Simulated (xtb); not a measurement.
Sn10H16 nanodot `[SnH2]1[SnH]2[SnH2][SnH]3[SnH2][SnH]1[SnH2][SnH]([SnH2]2)[SnH2]3` (charge 0, multiplicity 1), xtb 6.7.1 with GFN2-xTB. The run did not converge; its last values are not results.

```
xtb start.xyz --ohess tight --gfn 2 --chrg 0 --uhf 0 --iterations 400

# start.xyz
26

Sn    -3.222800    -0.025600     0.004600
Sn    -1.626400    -1.627100    -1.624300
Sn    -0.018400    -3.247400    -0.008300
Sn     1.657500    -1.620300     1.619400
Sn    -0.001000    -0.006800     3.234800
Sn    -1.624600     1.627200     1.620500
Sn     0.011400     3.242900     0.000600
Sn     1.639800     1.627900    -1.627200
Sn     0.000000     0.005300    -3.225300
Sn     3.244100    -0.002500     0.010400
H     -4.256600     1.001600    -0.995400
H     -4.242000    -1.003800     1.011700
H     -2.653600    -2.617000    -2.636300
H      0.989700    -4.246900    -0.997200
H     -1.007200    -4.260400     1.005200
H      2.628400    -2.613100     2.634900
H      1.008300     1.015600     4.247900
H     -1.012000    -0.998800     4.255800
H     -2.627400     2.619200     2.629800
H      0.981500     4.256400     1.009900
H     -1.019200     4.250100    -1.013800
H      2.636500     2.606700    -2.635800
H      1.013500    -0.993100    -4.270800
H     -1.007800     1.007800    -4.255300
H      4.267300     0.992600     1.008500
H      4.240900    -0.990600    -1.004400
```

The last lines of the output:

```
        27        2.0000           -0.4008798             -10.9085
        28        2.0000           -0.3999426             -10.8830 (HOMO)
        29                         -0.3367802              -9.1643 (LUMO)
        30                         -0.2987643              -8.1298
        31                         -0.2983936              -8.1197
        32                         -0.2969997              -8.0818
        33                         -0.2605522              -7.0900
       ...                                ...                  ...
       106                          2.6081042              70.9701
      -------------------------------------------------------------
                  HL-Gap            0.0631623 Eh            1.7187 eV
             Fermi-level           -0.3683614 Eh          -10.0236 eV


         :::::::::::::::::::::::::::::::::::::::::::::::::::::
         ::                     SUMMARY                     ::
         :::::::::::::::::::::::::::::::::::::::::::::::::::::
         :: total energy             -29.327065425499 Eh    ::
         :: gradient norm              0.032716358258 Eh/a0 ::
         :: HOMO-LUMO gap              1.718734072680 eV    ::
         ::.................................................::
         :: SCC energy               -29.372499757315 Eh    ::
         :: -> isotropic ES            0.009643010640 Eh    ::
         :: -> anisotropic ES          0.019771765358 Eh    ::
         :: -> anisotropic XC          0.001121802147 Eh    ::
         :: -> dispersion             -0.044026439806 Eh    ::
         :: repulsion energy           0.045434331815 Eh    ::
         :: add. restraining           0.000000000000 Eh    ::
         :: total charge               0.000000000000 e     ::
         :::::::::::::::::::::::::::::::::::::::::::::::::::::

last geometry written to: xtblast.xyz

########################################################################
[ERROR] Program stopped due to fatal error
-7- Geometry optimization failed
-6- xtb_geoopt: Trying to recover from failed geometry optimization
-5- xtb_geoopt: Geometry optimization did not converge
-4- optimizer_ancopt: Could not relax/optimize structure
-3- optimizer_relax: SCF not converged, aborting...
-2- xtb_calculator_singlepoint: Electronic structure method terminated
-1- scf: Self consistent charge iterator did not converge
########################################################################
```
